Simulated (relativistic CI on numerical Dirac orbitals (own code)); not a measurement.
# Hyperfine structure of Hf¹⁶⁺, mass number 179

Computed by Dirac-Coulomb-Breit CI, KLI orbitals optimised for each configuration, model QED, unscaled Slater integrals (own radial code, finite nucleus).

CI space (outside the closed core [Ar] 3d10): 4s2.4p6.4d10.4f10, 4s2.4p6.4d10.4f8.5s2, 4s2.4p6.4d9.4f11, 4s2.4p6.4d10.4f9.6s, 4s2.4p6.4d8.4f12, 4s2.4p5.4d10.4f11, 4s.4p6.4d10.4f11, 4s2.4p4.4d10.4f12, 4s.4p6.4d10.4f9.5s2, 4p6.4d10.4f12, 4s.4p6.4d9.4f12, 4s.4p5.4d10.4f12. Levels of other configurations are missing.

Nuclear spin I = 9/2, μ = -0.6389 μN, Q = 3.79 b (tables of Stone and Pyykkö). The electronic factors are computed for point nuclear moments, without core polarisation or the Bohr-Weisskopf and QED corrections.

| Level | E (cm⁻¹) | A (MHz) | B (MHz) |
| --- | --- | --- | --- |
| 4s2.4p6.4d10.4f10 5I_8 | 0.0 | -199.5 | 4250 |
| 4s2.4p6.4d10.4f10 5I_7 | 11448.0 | -218.4 | 4070 |
| 4s2.4p6.4d10.4f10 5I_6 | 18574.5 | -236.8 | 4070 |
| 4s2.4p6.4d10.4f10 5I_5 | 23077.8 | -260 | 2880 |
| 4s2.4p6.4d10.4f10 5I_4 | 27759.2 | -343.7 | 4110 |
| 4s2.4p6.4d10.4f10 5F_5 | 28409.7 | -190 | -804 |
| 4s2.4p6.4d10.4f10 5F_4 | 35255.9 | -182.3 | -3180 |
| 4s2.4p6.4d10.4f10 3K_8 | 36756.5 | -227.5 | -1540 |

Levels with J = 0, under 50 % of one LS term, or S terms without an open s electron are left out. Small factors come from cancelling terms and can be off by tens of per cent or more.

At this charge transitions that keep the count of f electrons are usually good to a few per cent. Terms inside the open d or f shell come out 10 to 20 % too wide with unscaled integrals. Levels that differ in their count of f electrons can be misplaced by several ten thousand cm⁻¹, since the correlation energy of f electrons is missing or only estimated; rates across such gaps can be off by orders of magnitude.

Question: Give the hyperfine levels of 4s2.4p6.4d10.4f10 5I_8 relative to its centre of gravity.

Answer: With K = F(F + 1) − I(I + 1) − J(J + 1), E = AK/2 + B[¾K(K + 1) − I(I + 1)J(J + 1)]/[2I(2I − 1)J(2J − 1)]: F = 7/2: 9595, F = 9/2: 8192, F = 11/2: 6559, F = 13/2: 4744, F = 15/2: 2804, F = 17/2: 807.3, F = 19/2: -1172, F = 21/2: -3050, F = 23/2: -4733, F = 25/2: -6119 MHz.

LS names give the leading component of a level, which can be under half, so a name can repeat, a term be missing and a line seem to break the LS rules.
